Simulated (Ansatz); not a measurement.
`ClB(Cl)Br` and `ClB(Cl)[SiH2][GeH3]` differ in one atom or group.

Ansatz, PBE0-D4/def2-TZVP geometries, multiplicity 1. Each molecule was computed in one conformer, which needn't be the lowest.

Scalar relativity is left out up to krypton.

```csv
property,`ClB(Cl)Br`
size of the dipole moment (PBE/def2-TZVPP) / D,0.03
HOMO–LUMO gap (PBE/def2-TZVPP) / eV,4.59
LUMO energy (B3LYP/def2-TZVPP) / eV,-1.98
LUMO energy (PBE/def2-TZVPP) / eV,-2.72
LUMO energy (PBE0/def2-TZVPP) / eV,-1.83
size of the dipole moment (ωB97M-V/def2-TZVPP) / D,0.09
```

Q: Give the same properties after the change, and the shifts. (Estimate.)

A: The calculation gave: 
| property | `ClB(Cl)[SiH2][GeH3]` | shift |
| --- | --- | --- |
| size of the dipole moment (PBE/def2-TZVPP) / D | 0.49 | 0.46 |
| HOMO–LUMO gap (PBE/def2-TZVPP) / eV | 3.80 | -0.79 |
| LUMO energy (B3LYP/def2-TZVPP) / eV | -2.38 | -0.40 |
| LUMO energy (PBE/def2-TZVPP) / eV | -3.08 | -0.36 |
| LUMO energy (PBE0/def2-TZVPP) / eV | -2.23 | -0.40 |
| size of the dipole moment (ωB97M-V/def2-TZVPP) / D | 0.55 | 0.46 |

With PBE0 the HOMO rises by 0.64 eV and the LUMO falls by 0.40 eV, so the gap narrows by about 1.04 eV. PBE moves the HOMO by 0.43 eV and ωB97M-V by 0.84 eV. Dipoles are sizes alone; their direction can turn.

B3LYP here is the variant with VWN-RPA as its local correlation; programs differ in this.

Spin–orbit coupling is left out; it splits and shifts lone-pair levels of the heavy atoms by tenths of an eV.
